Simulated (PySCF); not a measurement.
C4H8O2, SMILES OCC1(O)CC1. Atoms are numbered in the order given.

```xyz
14

O      1.8981    -0.2402     0.8750
C      1.1931    -0.1377    -0.3462
C     -0.2809     0.1280    -0.1217
O     -0.5059     1.2408     0.7064
C     -1.2665    -1.0069    -0.0567
C     -1.2508    -0.0624    -1.2431
H      1.9100     0.6467     1.2591
H      1.6083     0.6687    -0.9837
H      1.3291    -1.0883    -0.8849
H     -0.4305     0.9298     1.6190
H     -0.8965    -2.0274    -0.1903
H     -2.0956    -0.9060     0.6492
H     -2.0557     0.6734    -1.3101
H     -0.8752    -0.4290    -2.2032
```

Geometry optimised at B3LYP-D3(BJ)/def2-SVP. One conformer was computed; it need not be the lowest.

Two levels are set side by side: PBE/pcSseg-1 (PySCF) and KT2/pcSseg-1 (PySCF). GIAO shifts against H2O (¹⁷O), TMS (¹H), TMS (¹³C) at the same level; non-relativistic, no solvent, atoms listed together averaged. Differences are taken from unrounded values.

```csv
quantity,KT2,PBE,PBE minus KT2
δ(¹⁷O) of O1 (ppm),29.3,31.4,2.2
δ(¹³C) of C2 (ppm),75.0,76.7,1.8
δ(¹³C) of C3 (ppm),60.1,61.7,1.6
δ(¹⁷O) of O4 (ppm),55.8,59.0,3.3
δ(¹H) of H7 (ppm),1.12,1.12,0.01
δ(¹H) of H10 (ppm),1.60,1.58,-0.01
```

Rough cost on one machine, each run with all the roots and properties that it gave: KT2 against PBE within a factor of 2.
